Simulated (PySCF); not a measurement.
Al(H)(F)(Me) (CH4AlF), SMILES [CH3][AlH][F].

Geometry: PBE-D3(BJ)/def2-TZVP.

Calculation: PySCF with IEF-PCM-M06-2X/def2-SVP.

The values are the electrostatic part of the solvation free energy, E(continuum) − E(gas) at the gas-phase geometry, in a cavity of scaled van der Waals radii (PySCF's table); cavitation and dispersion terms are not included. A continuum can't describe solvent molecules that bind to the metal. In vacuum the orbital gap is 9.26 eV. The dipole moment in vacuum is 1.87 D.

Computed values in water (ε = 78.36), tetrahydrofuran (ε = 7.43), N,N-dimethylformamide (ε = 37.22):
| solvent | ε | ΔG(elec) (kcal/mol) | dipole (D) | gap (eV) |
|---|---|---|---|---|
| water | 78.36 | -5.9 | 2.13 | 9.52 |
| tetrahydrofuran | 7.43 | -4.8 | 2.09 | 9.47 |
| N,N-dimethylformamide | 37.22 | -5.8 | 2.13 | 9.52 |
